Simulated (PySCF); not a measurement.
Ligands exchanged one at a time, Ga F-Br. All species are isolated molecules in the gas phase. Strings in code marks are SMILES.

The four lowest singlet excitations (Tamm–Dancoff). Level of theory: PBE0-D4/def2-TZVP in PySCF. Excitations are Tamm–Dancoff values on a coarser integration grid. The basis has no diffuse functions, so Rydberg states are missing or too high.

| state | energy (eV) | wavelength (nm) | oscillator strength |
|---|---|---|---|
| S1 | 7.55 | 164 | 0.000 |
| S2 | 7.70 | 161 | 0.000 |
| S3 | 7.70 | 161 | 0.000 |
| S4 | 7.83 | 158 | 0.067 |

Which member gives these states?
A. `[Br][Ga]([Br])[Br]`
B. `[F][Ga]([F])[F]`
C. `[F][Ga]([Br])[Br]`

B, `[F][Ga]([F])[F]`
